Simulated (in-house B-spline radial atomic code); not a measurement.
O⁶⁺. Computed with a B-spline radial atomic code. Model: all-electron spherical atom, spin shells full or empty, radial basis limit, no spin-orbit coupling, Breit or QED, empty-state partial waves extrapolated as (l+1/2)^-4, RPA, G0W0 and static COHSEX of the highest shell as one setting changes (uncorrelated shells keep exact exchange).

Empty levels are discrete states of a finite basis, so the steps are uneven.

Given: element O; charge 6; filled core none; hamiltonian non-relativistic; mean-field start PBE; highest l of empty states 9; lowest nl shells left uncorrelated 0; highest mean-field shell 1s; box radius 9.29 bohr.

Shell: 1s 1 1 (electrons up and down).

```tsv
highest empty level kept (hartree)	RPA correlation energy (hartree)	G0W0 level (eV)	G0W0 minus most complete (meV)	COHSEX level (eV)	linearised minus solved G0W0 (meV)
16.33	-0.020624	-737.4	1280.7	-738.15	-11.6
32.67	?	?	?	?	?
57.17	-0.052107	-737.7	975.2	-739.47	-11.5
98	-0.065161	-737.99	684.2	-740.25	-11.6
163.33	-0.075813	-738.26	416	-740.93	-11.7
294	-0.084112	-738.49	193.7	-741.48	-11.8
490	-0.087706	-738.58	94.6	-741.72	-11.9
980	-0.089706	-738.64	37.8	-741.85	-11.9
1960	-0.090549	-738.67	12.8	-741.9	-11.9
4083.3	-0.090851	-738.68	3.1	-741.91	-11.9
9800	?	?	?	?	?
32667	-0.090931	-738.68	0	-741.92	-11.9
```

(1) What follows for highest empty level kept = 32.67?

(2) What follows for highest empty level kept = 9800?

Answers

(1) RPA correlation energy -0.036862 hartree; G0W0 level -737.54 eV; G0W0 minus most complete 1142.8 meV; COHSEX level -738.79 eV; linearised minus solved G0W0 -11.6 meV.

(2) RPA correlation energy -0.090923 hartree; G0W0 level -738.68 eV; G0W0 minus most complete 0.4 meV; COHSEX level -741.92 eV; linearised minus solved G0W0 -11.9 meV.
